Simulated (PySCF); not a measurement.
WO₂Cl, SMILES [O]=[W](=[O])[Cl] (connectivity only; charge and spin as stated), neutral, multiplicity 2.

Geometry: B3LYP-D3(BJ)/def2-SVP. The multiplicity is an assumed one; other spin states were not compared. The isomer is the one that the SMILES or the coordinates give; other isomers of the formula were not compared. The def2 effective core potentials stand for the cores of W; spin–orbit coupling is left out.

All values below come from PySCF with TDA-PBE/def2-SVPD.

Vertical excitations. 

| state | energy (eV) | λ (nm) | f | main pairs |
|---|---|---|---|---|
| root 1 | 2.01 | 617 | 0.003 | α HOMO→LUMO 99 % |
| root 2 | 3.00 | 413 | 0.000 | β HOMO→LUMO 99 % |
| root 3 | 3.09 | 401 | 0.000 | α HOMO→LUMO+1 97 % |
| root 4 | 3.38 | 366 | 0.000 | α HOMO−1→LUMO 93 %, β HOMO→LUMO+1 6 % |
| root 5 | 3.65 | 340 | 0.002 | β HOMO−1→LUMO 98 % |
| root 6 | 3.68 | 337 | 0.001 | β HOMO−2→LUMO 99 % |
| root 7 | 3.90 | 318 | 0.001 | α HOMO−1→LUMO 6 %, β HOMO→LUMO+1 93 % |
| root 8 | 4.00 | 310 | 0.003 | β HOMO−3→LUMO 93 % |
| root 9 | 4.07 | 305 | 0.003 | α HOMO−3→LUMO 74 %, β HOMO−1→LUMO+1 17 % |
| root 10 | 4.09 | 303 | 0.000 | α HOMO−2→LUMO 95 % |
Unrestricted roots are not spin-pure.
